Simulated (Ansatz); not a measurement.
`F[CH2][GeH3]`. Charge 0, multiplicity 1.

Z-matrix (Å, degrees):
```
C
Ge 1 1.975
F 1 1.386 2 110.3
H 1 1.094 2 110.7 3 119.8
H 1 1.094 2 110.7 3 -119.8
H 2 1.539 1 108.3 3 179.9
H 2 1.535 1 109.6 3 -60.5
H 2 1.535 1 109.6 3 60.3
```

Problem. List the harmonic frequencies (cm⁻¹, unscaled) at PBE0-D4/def2-TZVP in Ansatz. (Estimate.)

Solution. The calculation gave: 120, 222, 470, 498, 665, 819, 829, 883, 885, 1069, 1252, 1309, 1471, 2152, 2167, 2171, 3055, 3114.

Problem. Is this a minimum?

Solution. Yes, all 18 modes are real.

Problem. Give the ideal-gas thermochemistry at 298.15 K and 1 bar (rigid rotor, harmonic oscillator; point group Cs, symmetry number 1).

Solution. Zero-point energy 138.5 kJ/mol; H(298) − E = 154.0 kJ/mol; entropy 301.6 J/(mol·K), of which translation 167.3, rotation 102.4, vibration 31.9; G(298) − E = 64.1 kJ/mol.
